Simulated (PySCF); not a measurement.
**[FeO3N]-: computed shieldings and shifts**

[FeO3N]-, [FeNO3]-, point group C3v.

Geometry (Å), atoms numbered from 1 in this order:
```xyz
5

Fe   -0.0022   -0.0043   -0.0021
O    -0.0671   -0.1854    1.5890
O     1.5223    0.0672   -0.4896
O    -0.7841    1.3253   -0.4371
N    -0.6689   -1.2028   -0.6602
```

Total charge -1.

GIAO calculations in PySCF on the PBE0-D3(BJ)/def2-SVP structure: isolated species, non-relativistic, equivalent atoms averaged; basis pcSseg-1 (pcSseg-2 on Fe).

Q: Give the isotropic shieldings (ppm) with B3LYP, PBE, PBE0.

A: 
```json
{"atoms": "Fe1", "environment": "Fe bonded to N, 3 O", "B3LYP": "-5675", "PBE": "-4240", "PBE0": "-5993"}
{"atoms": "O2/O3/O4", "environment": "oxygen bonded to Fe", "B3LYP": "-1079.8", "PBE": "-767.3", "PBE0": "-1128.6"}
{"atoms": "N5", "environment": "nitrogen bonded to Fe", "B3LYP": "-1677.0", "PBE": "-1022.6", "PBE0": "-1834.4"}
{"atoms": "HOMO–LUMO gap (eV)", "environment": "–", "B3LYP": "3.22", "PBE": "1.60", "PBE0": "3.65"}
```

Q: And the chemical shifts, against references computed in the same way?

A: 
| atoms | nucleus, reference | B3LYP | PBE | PBE0 |
| --- | --- | --- | --- | --- |
| O2/O3/O4 | $^{17}$O, H2O | 1413.8 | 1101.9 | 1463.1 |
| N5 | $^{15}$N, NH3 | 1940.5 | 1287.7 | 2100.1 |

Q: Which part of the shielding of Fe1 depends on the functional?

A: Diamagnetic: B3LYP 2033, PBE 2034, PBE0 2033 ppm; paramagnetic: B3LYP -7708, PBE -6274, PBE0 -8026 ppm. The diamagnetic part, set mainly by inner electrons, hardly moves; the paramagnetic part goes with low-lying magnetically allowed excitations and carries the spread.

Unscaled 17O shifts of doubly bonded oxygen tend to come out too high, by tens of ppm or more. Experimental scales use liquid or dissolved standards, which lie at an offset from isolated NH3 (liquid NH3: subtract about 20 ppm) and H2O (liquid H2O: subtract about 36 ppm). Unscaled 15N shifts of sp2 nitrogen come out 20 to 40 ppm too high even then.
